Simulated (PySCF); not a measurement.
Isomers of C7H6F3N, one GFN2-xTB conformer each. Single-point energies are computed at PBE0/pcSseg-1 (PySCF, gas phase, no added dispersion term), electronic only.

Problem. Rank them by PBE0/pcSseg-1 energy, lowest first (kJ/mol).
A. `[N:1]#[C:2][CH2:3]/[CH:4]=[CH:5]\[CH:6]=[CH:7]/[C:8]([F:9])([F:10])[F:11]` with C2–C3–C4–C5 -111°, C4–C5–C6–C7 -173°
B. `[F:1][C:2]([F:3])([F:4])[CH2:5][c:6]1[cH:7][cH:8][cH:9][n:10][cH:11]1` with C2–C5–C6–C7 84°

Solution. B (0.0), A (177.6).

As drawn, the lower has an aromatic ring, which the higher lacks; the higher has a C≡N group and a C=C bond outside aromatic rings, which the lower lacks. GFN2-xTB itself gives, in the same order: 0.0, 223.8. Both levels put the same isomer lowest.

Problem. Which frontier levels, dipoles and rotational constants go with these structures?

Solution. 
| SMILES | HOMO (eV, PBE0/pcSseg-1) | LUMO (eV) | dipole (D) | A, B, C (MHz) |
| --- | --- | --- | --- | --- |
| FC(F)(F)Cc1cccnc1 | -7.58 | -1.04 | 2.62 | 2650, 676.6, 619.0 |
| N#CC/C=C\C=C/C(F)(F)F | -7.81 | -2.16 | 3.17 | 3241, 398.9, 394.6 |
